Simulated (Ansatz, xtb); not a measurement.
# Relative energy of two isomers of C6H5NOSi

Structure a is `N#C[SiH]1C=CC=C1C=O`, a singlet and structure b is `N#CC1=CC=C(C=O)[SiH2]1`, a singlet. Both are isolated molecules in the gas phase, relaxed with PBE-D3(BJ)/def2-SVP, each in the lowest conformer that the search found.

a (Å):

```json
{"atom": "C", "x (Å)": "-0.4781", "y (Å)": "-0.8142", "z (Å)": "2.3737"}
{"atom": "C", "x (Å)": "2.2147", "y (Å)": "-0.7916", "z (Å)": "0.8719"}
{"atom": "C", "x (Å)": "2.8621", "y (Å)": "0.3989", "z (Å)": "0.7118"}
{"atom": "C", "x (Å)": "2.0205", "y (Å)": "1.5962", "z (Å)": "0.5154"}
{"atom": "C", "x (Å)": "0.6629", "y (Å)": "1.4107", "z (Å)": "0.5131"}
{"atom": "C", "x (Å)": "-0.3375", "y (Å)": "2.4627", "z (Å)": "0.3249"}
{"atom": "N", "x (Å)": "-0.9933", "y (Å)": "-1.0630", "z (Å)": "3.3985"}
{"atom": "O", "x (Å)": "-1.5426", "y (Å)": "2.2539", "z (Å)": "0.2877"}
{"atom": "Si", "x (Å)": "0.3646", "y (Å)": "-0.4357", "z (Å)": "0.7607"}
{"atom": "H", "x (Å)": "-0.3733", "y (Å)": "-1.1444", "z (Å)": "-0.3311"}
{"atom": "H", "x (Å)": "2.7474", "y (Å)": "-1.7395", "z (Å)": "1.0345"}
{"atom": "H", "x (Å)": "3.9607", "y (Å)": "0.4991", "z (Å)": "0.7264"}
{"atom": "H", "x (Å)": "2.4850", "y (Å)": "2.5890", "z (Å)": "0.3755"}
{"atom": "H", "x (Å)": "0.0808", "y (Å)": "3.5089", "z (Å)": "0.2106"}
```

b (Å):

```xyz
14

C     0.2563   -1.7534   -1.2134
C    -0.2220   -0.6529   -0.4659
C    -1.4864   -0.5645    0.0761
C    -1.7935    0.6576    0.8183
C    -0.8007    1.6023    0.9085
C    -0.9251    2.8824    1.6084
N     0.7003   -2.6456   -1.8414
O    -0.0231    3.7077    1.6735
Si    0.7130    0.9547   -0.0159
H    -2.2381   -1.3629   -0.0343
H    -2.7887    0.7928    1.2783
H    -1.9283    3.0706    2.0986
H     1.9078    0.6862    0.8481
H     1.0899    1.7444   -1.2326
```

Estimate which is lower in electronic energy at CCSD(T)/def2-SVP + ΔMP2/def2-TZVPP, and by roughly how much.

The CCSD(T)/def2-SVP + ΔMP2/def2-TZVPP calculation puts structure a lower, by 0.363 eV.

How the difference moves with the method:

```
                             level             geometry  E(b) − E(a) (eV)  departure from the last row (eV)  job, with rough time for the two
                          GFN2-xTB             GFN2-xTB              −0.751                            −1.114              optimisation, 0.23 s
                         HF/STO-3G             GFN2-xTB              +0.438                            +0.075              single point, 0.86 s
                r2SCAN-D4/def2-SVP             GFN2-xTB              +0.121                            −0.242               single point, 9.9 s
               PBE-D3(BJ)/def2-SVP  PBE-D3(BJ)/def2-SVP              +0.068                            −0.295                optimisation, 49 s
                       HF/def2-SVP  PBE-D3(BJ)/def2-SVP              +0.348                            −0.015           part of the CCSD(T) run
                      MP2/def2-SVP  PBE-D3(BJ)/def2-SVP              +0.204                            −0.158           part of the CCSD(T) run
                  CCSD(T)/def2-SVP  PBE-D3(BJ)/def2-SVP              +0.238                            −0.125                      single point
CCSD(T)/def2-SVP + ΔMP2/def2-TZVPP  PBE-D3(BJ)/def2-SVP              +0.363                                               single point, 4.4 min
```

As drawn, b has 1 C–C, 1 Si–H in place of 1 C–Si, 1 C–H.

GFN2-xTB puts the two in the other order. The largest departure from CCSD(T)/def2-SVP + ΔMP2/def2-TZVPP is that of GFN2-xTB, 1.114 eV. The last row adds to CCSD(T) the change of the MP2 difference between the two basis sets, here +0.125 eV.

With thermal terms from frequencies at re-optimised GFN2-xTB minima (ideal gas, soft modes damped towards free rotors, one conformer each, 298.15 K, 1 atm): the zero-point term adds −0.058 eV; ΔH is +0.302 and ΔG +0.318 eV.

The correlated steps freeze 13 core orbitals. Programs: Ansatz 0.2.0, xtb 6.7.1; the last row on 2 threads of Arm Neoverse V1 on a shared host.
